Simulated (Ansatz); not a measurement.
A search over several starts for the lowest SCF solution of B5 at the given spin, in a small basis.

```yaml
crystal:
  periodic: [false, false, false]
  atoms:
    - {symbol: B, position_ang: [0.318976, -1.211271, 0.021022]}
    - {symbol: B, position_ang: [-0.971018, 0.752871, -0.020570]}
    - {symbol: B, position_ang: [0.497364, 1.285441, -0.014210]}
    - {symbol: B, position_ang: [1.342936, -0.032159, 0.013498]}
    - {symbol: B, position_ang: [-1.188258, -0.794882, 0.000250]}
basis:
  gaussian: {orbitals: def2-SVP}
magnetization: {spin_polarized: true, initial_magnetization: 1}
hamiltonian: {xc: pbe0, dispersion: d4}
output: {orbitals: {seedname: orbitals}}
```

```sh
$ ansatz run in.yaml --threads 4 --pin off --events-out ev --progress --plain --max-ram 3916MiB
```

Shortened log:

```
Functional definition: PBE0
  name "PBE0"
  cite "Adamo & Barone, J. Chem. Phys. 110, 6158 (1999) doi:10.1063/1.478522"
  cite "Perdew, Burke & Ernzerhof, Phys. Rev. Lett. 77, 3865 (1996) doi:10.1103/PhysRevLett.77.3865"
  parent pbe
  parameter a = 0.25
  parameter kappa = 0.804
  parameter beta = 0.06672455060314922
  exchange = (1 - a)*pbe_x(kappa = kappa, mu = beta*pi^2/3) + a*exact_x
  correlation = pbe_c(beta = beta)
770 factors; their error is unknown
mean field evaluation 1: about -3360.3779 eV, gradient 2.3e1 eV
mean field evaluation 2: about -3360.2874 eV, gradient 2.4e1 eV
mean field evaluation 4: about -3364.3668 eV, gradient 1.7e0 eV
mean field evaluation 8: about -3364.3900 eV, gradient 2.1e-1 eV
mean field evaluation 16: about -3364.3842 eV, gradient 1.8e-3 eV
mean field evaluation 32: about -3364.3842 eV, gradient 5.1e-5 eV
mean field evaluation 64: about -3364.2555 eV, gradient 7.3e-1 eV
mean field -3364.38418713 eV, -123.6388384156 hartree, gradient 8.7e-6 eV, S^2 0.769686; 6 other end points of the search recorded, 0 dependent functions left out
reference -3364.38420913 eV, -123.6388392239 hartree; 13, 12 occupied and 57, 58 virtual orbitals, 770 factors
Total energy: -3364.52961443 eV, -123.6441827704 hartree
```

Run time 1.6 s (4 threads of AMD EPYC 9R45 on a shared host).

The structure comes from a short search, and lower isomers may exist.
